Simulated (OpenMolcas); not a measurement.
# OpenMolcas run: Co3+

Co3+ with its 6 nearest fluoride ions at 2.01 Å, on the Y site of Cs2NaYF6 (a = 9.075 Å, distance in the model lattice 2.178 Å). The rest of the host is ab initio model potentials to 7.6 Å, with orthogonalisation functions on the cations behind the ligands, and point charges beyond; the distance is set by hand and nothing relaxes. Ligand basis ANO-RCC-VDZP.

Input, with the lattice sites abridged:

```
&GATEWAY
Basis set
Co.ANO-RCC-VDZP.
Co1 0.0 0.0 0.0 Angstrom
End of basis
Basis set
F.ANO-RCC-VDZP.
L1 2.010000 0.000000 0.000000 Angstrom
L2 0.000000 2.010000 0.000000 Angstrom
L3 0.000000 0.000000 2.010000 Angstrom
End of basis
Basis set
Na.EMB-AIMP.Ruiperez.7s4p.1s1p.ECP.Cs2NaYF6.
PseudoCharge
* 3 symmetry-unique lattice sites within 7.6 angstrom
End of basis
Basis set
Cs.EMB-AIMP.Ruiperez.0s.0s.ECP.Cs2NaYF6.
PseudoCharge
* 16 symmetry-unique lattice sites within 7.6 angstrom
End of basis
Basis set
F.EMB-AIMP.Ruiperez.0s.0s.ECP.Cs2NaYF6.
PseudoCharge
* 27 symmetry-unique lattice sites within 7.6 angstrom
End of basis
Basis set
Y.EMB-AIMP.Ruiperez.0s.0s.ECP.Cs2NaYF6.
PseudoCharge
* 6 symmetry-unique lattice sites within 7.6 angstrom
End of basis
Symmetry
XYZ
AngMom=0.0 0.0 0.0
AMFI
RICD
XField
1537 Angstrom 0
* Evjen-weighted lattice charges
&SEWARD
&RASSCF
FileOrb=start.orb
Symmetry=1
Spin=5
nActEl=6 0 0
Inactive=18 21
Ras2=5 0
CIRoot=5 5 1
SDav=5
CIMx=300
Iter=150 100
PrWF=0.3
OrbListing=Nothing
MaxOrb=0
LevShft=1.0
>>> COPY $Project.JobIph JOB001
&RASSCF
FileOrb=start.orb
Symmetry=1
Spin=3
nActEl=6 0 0
Inactive=18 21
Ras2=5 0
CIRoot=45 45 1
SDav=45
CIMx=300
Iter=150 100
PrWF=0.3
OrbListing=Nothing
MaxOrb=0
LevShft=1.0
>>> COPY $Project.JobIph JOB002
&RASSCF
FileOrb=start.orb
Symmetry=1
Spin=1
nActEl=6 0 0
Inactive=18 21
Ras2=5 0
CIRoot=50 50 1
SDav=50
CIMx=300
Iter=150 100
PrWF=0.3
OrbListing=Nothing
MaxOrb=0
LevShft=1.0
>>> COPY $Project.JobIph JOB003
&RASSI
NrOfJobIphs=3 5 45 50
1 2 3 4 5
1 2 3 4 5 6 7 8 9 10 11 12 13 14 15 16 17 18 19 20 21 22 23 24 25 26 27
28 29 30 31 32 33 34 35 36 37 38 39 40 41 42 43 44 45
1 2 3 4 5 6 7 8 9 10 11 12 13 14 15 16 17 18 19 20 21 22 23 24 25 26 27
28 29 30 31 32 33 34 35 36 37 38 39 40 41 42 43 44 45 46 47 48 49 50
IphNames
JOB001
JOB002
JOB003
EJob
SpinOrbit
DIPRint=1.0
SOCoupling=1000.0
Subsets=2
Property=9
'ANGMOM' 1 'ANGMOM' 2 'ANGMOM' 3 'MLTPL  1' 1 'MLTPL  1' 2 'MLTPL  1' 3
'AMFI' 1 'AMFI' 2 'AMFI' 3
SOProperty=3
'ANGMOM' 1 'ANGMOM' 2 'ANGMOM' 3
```

Launched by
```bash
OMP_NUM_THREADS=1 MOLCAS_MEM=2457 MOLCAS_PROJECT=a pymolcas a.inp > a.log  # once for each step of the input, in one work folder
```

A driver script runs the steps one by one and writes start.orb anew before each from the orbitals found so far.

Output, cut to the results:

```
--- SEWARD ---
Basis set label: CO.ANO-RCC...5S4P2D1F.

      Electronic valence basis set:
      ------------------
      Associated Effective Charge  27.000000 au
      Associated Actual Charge     27.000000 au
      Nuclear Model: Point charge

      Shell  nPrim  nBasis  Cartesian Spherical Contaminant
         s      21       5        X
         p      15       4        X
         d      10       2                 X
         f       6       1                 X
                  Relativistic Douglas-Kroll-Hess integrals:
                    - DKH order of Hamiltonian: 2
                    - DKH order of Properties : 0
                  Atomic mean-field integrals
--- RASSCF ---
Wave function specifications:
      -----------------------------

      Number of closed shell electrons          78
      Number of electrons in active shells       6
      Max number of holes in RAS1 space          0
      Max nr of electrons in RAS3 space          0
      Number of inactive orbitals               39
      Number of active orbitals                  5
      Number of secondary orbitals              98
      Spin quantum number                      2.0
      State symmetry                             1
Orbital specifications:
      -----------------------

      Symmetry species                           1   2
                                                ag  au
      Frozen orbitals                            0   0
      Inactive orbitals                         18  21
      Active orbitals                            5   0
      RAS1 orbitals                              0   0
      RAS2 orbitals                              5   0
      RAS3 orbitals                              0   0
      Secondary orbitals                        46  52
      Deleted orbitals                           0   0
      Number of basis functions                 69  73
      Number of CSFs                             5
      Number of root(s) required                 5
      Iter CI   SX   CI       RASSCF       Energy    max ROT     max BLB   max BLB  Level Ln srch  Step   QN
          iter iter root      energy       change     param      element    value   shift minimum  type update
 Nr of preliminary CI iterations:   1
      Total energies have been shifted. Add                -1000.00 au
        1   1   10    0  -989.22754964    0.00E+00  -8.85E-02   23  29 1  4.69E-01*  1.60   0.00    SX    NO
        2   1   10    0  -990.09213734   -8.65E-01* -6.38E-02    9  22 2  1.47E-01*  1.15   0.00    SX    NO
        3   1    9    0  -990.22521357   -1.33E-01* -3.82E-02    9  22 2  6.93E-02*  1.02   0.00    SX    NO
        4   1    9    0  -990.24816271   -2.29E-02* -2.10E-02   21  24 2  3.89E-02*  0.97   0.00    SX    NO
        5   1    9    0  -990.25478676   -6.62E-03* -2.31E-02   21  24 2  2.30E-02*  0.95   2.23    LS   YES
        6   1    8    0  -990.25767279   -2.89E-03*  3.90E-03   19  25 1 -7.46E-03*  0.93   1.12    QN   YES
        7   1    8    0  -990.25815147   -4.79E-04*  2.56E-03    4  32 2 -6.05E-03*  0.93   1.67    LS   YES
        8   1    8    0  -990.25824261   -9.11E-05* -1.56E-03    4  32 2 -5.64E-03*  0.93   1.02    QN   YES
        9   1    7    0  -990.25831426   -7.17E-05* -1.37E-03    6  34 2  1.87E-03*  0.93   1.23    QN   YES
       10   1    7    0  -990.25832938   -1.51E-05* -5.09E-04    6  34 2  9.24E-04*  0.93   1.28    QN   YES
       11   1    6    0  -990.25833197   -2.60E-06* -9.69E-05    6  34 2  2.13E-04*  0.93   1.23    QN   YES
       12   1    6    0  -990.25833221   -2.37E-07*  1.98E-05    6  34 2 -3.83E-05   0.93   1.15    QN   YES
       13   1    5    0  -990.25833223   -2.27E-08*  1.46E-05    4  32 2 -2.49E-05   0.93   1.09    QN   YES
       14   1    4    0  -990.25833224   -4.55E-09  -6.11E-06    6  24 2  6.22E-06   0.93   1.04    QN   YES
      Convergence after 14 iterations
       15   1    4    0  -990.25833224   -6.60E-10  -6.11E-06    6  24 1  2.01E-06   0.93   1.04    QN   YES
      Natural orbitals and occupation numbers for root  1
      sym 1:   1.000000   2.000000   1.000000   1.000000   1.000000
      Natural orbitals and occupation numbers for root  2
      sym 1:   1.000000   1.000000   1.000000   2.000000   1.000000
      Natural orbitals and occupation numbers for root  3
      sym 1:   2.000000   1.000000   1.000000   1.000000   1.000000
::    RASSCF root number  1 Total energy:  -1990.27431518
::    RASSCF root number  2 Total energy:  -1990.27431518
...
--- RASSI ---
SPIN-FREE ENERGIES:
  (Shifted by EMIN (a.u.) =      -1990.2743151778)

 SF State       Relative EMIN(au)   Rel lowest level(eV)    D:o, cm**(-1)

     1             0.0000000000        0.0000000000              0.0000
     2             0.0000000000        0.0000000000              0.0000
     3             0.0000000000        0.0000000000              0.0000
     4             0.0399573446        1.0872947361           8769.6235
     5             0.0399573446        1.0872947361           8769.6235
     6             0.0762942205        2.0760715032          16744.6459
     7             0.0762942205        2.0760715032          16744.6459
     8             0.0762942205        2.0760715032          16744.6459
    51             0.0940806223        2.5600641521          20648.3099
    10             0.0942715923        2.5652607111          20690.2230
    11             0.0942715923        2.5652607111          20690.2230
     9             0.0942715923        2.5652607111          20690.2230
    13             0.1109828857        3.0199981684          24357.9279
    14             0.1109828857        3.0199981684          24357.9279
    12             0.1109828857        3.0199981684          24357.9279
    16             0.1219716855        3.3190186456          26769.6907
    17             0.1219716855        3.3190186456          26769.6907
    15             0.1219716855        3.3190186456          26769.6907
    52             0.1247262174        3.3939732766          27374.2406
    53             0.1247262174        3.3939732766          27374.2406
    54             0.1247262174        3.3939732766          27374.2406
    18             0.1299466969        3.5360297608          28520.0034
    19             0.1299466969        3.5360297608          28520.0034
    22             0.1303257941        3.5463455210          28603.2056
    20             0.1303257941        3.5463455210          28603.2056
...
```

Spin-orbit levels above the lowest (labels of O, the rotations of Oh):

```csv
E (cm-1),Degeneracy,Label,2S+1
0.0,3,T2,5
270.0,2,E,5
293.3,3,T1,5
661.1,1,A1,5
713.2,3,T1,5
749.2,3,T2,5
9232,1,A2,5
9238,3,T2,5
9244,2,E,5
9252,3,T1,5
9260,1,A1,5
16918,2,E,3
16961,3,T2,3
17257,1,A1,3
17472,3,T1,3
20980,3,T1,3
21090,2,E,3
21223,3,T2,3
21267,1,A2,3
21518,1,A1,1
```

An orbital triplet at a regular site is open to Jahn-Teller coupling, which can distort the site and quench the lowest spin-orbit gaps and is left out. Without dynamic correlation the repulsion within the d shell is too large (B by tens of per cent), so at a given field states of lower spin stand too high. CASSCF with metal d orbitals alone favours high spin, so a ground state of lower spin is not ruled out. Ligand-to-metal charge-transfer states are missing. With no ligand orbital active B as a rule stays too high, so bands that hang on it stand too high and its fall with covalency is understated. With metal d orbitals alone and no dynamic correlation 10Dq can be off by a tenth to a fifth, either way, in oxide and fluoride hosts. No measured value stands beside these numbers; the geometry was set by hand and not optimised.

The RASSCF and RASSI steps took 52 s on 1 thread of Arm Neoverse V1, with other jobs on the host; the integral step is not counted.
